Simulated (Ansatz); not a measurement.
The inner images of a band of GeH$_{4}$ (5 atoms, charge 0, multiplicity 1) are given out of order.

Computed with RKS BHLYP/def2-SVPD in Ansatz 0.2.0.

Image 0:

```xyz
5
Properties=species:S:1:pos:R:3
Ge 0.255 0.000 0.181
H 0.255 0.000 1.709
H 1.696 0.000 -0.329
H -0.465 1.248 -0.329
H -0.465 -1.248 -0.329
```

Image 6:

```xyz
5
Properties=species:S:1:pos:R:3
Ge 0.181 0.000 -0.820
H 0.872 0.000 1.189
H 1.505 0.000 0.742
H -0.641 1.145 -0.104
H -0.641 -1.145 -0.104
```

Problem. Put them in order from the first end to the last, with their energies above the first end.
A.
```xyz
5
Properties=species:S:1:pos:R:3
Ge 0.231 0.000 -0.259
H 0.521 0.000 1.301
H 1.647 0.000 0.258
H -0.561 1.284 -0.199
H -0.561 -1.284 -0.199
```
B.
```xyz
5
Properties=species:S:1:pos:R:3
Ge 0.230 0.000 0.068
H 0.366 0.000 1.566
H 1.735 0.000 -0.131
H -0.528 1.274 -0.301
H -0.528 -1.274 -0.301
```
C.
```xyz
5
Properties=species:S:1:pos:R:3
Ge 0.240 0.000 -0.445
H 0.628 0.000 1.218
H 1.541 0.000 0.421
H -0.567 1.265 -0.146
H -0.567 -1.265 -0.146
```
D.
```xyz
5
Properties=species:S:1:pos:R:3
Ge 0.221 0.000 -0.080
H 0.444 0.000 1.417
H 1.718 0.000 0.069
H -0.554 1.290 -0.251
H -0.554 -1.290 -0.251
```
E.
```xyz
5
Properties=species:S:1:pos:R:3
Ge 0.231 0.000 -0.628
H 0.763 0.000 1.154
H 1.444 0.000 0.592
H -0.581 1.231 -0.108
H -0.581 -1.231 -0.108
```

Solution. B (+23.6 kJ/mol), D (+95.7 kJ/mol), A (+194.2 kJ/mol), C (+245.6 kJ/mol), E (+198.6 kJ/mol).

The run took 75 s on 1 thread of Arm Neoverse V1 (shared host), peak memory 0.13 GiB.
